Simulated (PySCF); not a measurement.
Mg (magnesium, neutral): UHF calculation

Configuration: [Ne] 3s2, closed-shell 1S. All numbers are calculated (PySCF 2.14, the spin-free X2C one-electron Hamiltonian (Gaussian nucleus), in x2c-TZVPall (5s4p3d, 32 functions)).

| Quantity | Value |
| --- | --- |
| Total energy | -199.912927 hartree |
| One-electron energy | -279.8619 hartree |
| Hartree (Coulomb) energy | 95.9829 hartree |
| Exchange energy | -16.0339 hartree |
| ⟨S²⟩ | 0.0000 |
| ⟨L²⟩ | 0.000 |
| Sum of ⟨r⟩ | 12.24 bohr |
| Sum of ⟨r²⟩ | 29.53 bohr² |
| Langevin diamagnetic susceptibility | -23.4 ×10⁻⁶ cm³/mol |
| Time after the integrals | 0.06 s of wall time on 1 thread of Neoverse-V1 (shared host) |

```json
{"shell": "1s", "electrons": "2", "mean orbital energy (eV)": "-1336.4", "rms radius, mean of both spins (bohr)": "0.151"}
{"shell": "2s", "electrons": "2", "mean orbital energy (eV)": "-102.83", "rms radius, mean of both spins (bohr)": "0.754"}
{"shell": "2p", "electrons": "6", "mean orbital energy (eV)": "-62.034", "rms radius, mean of both spins (bohr)": "0.774"}
{"shell": "3s", "electrons": "2", "mean orbital energy (eV)": "-6.894", "rms radius, mean of both spins (bohr)": "3.52"}
```
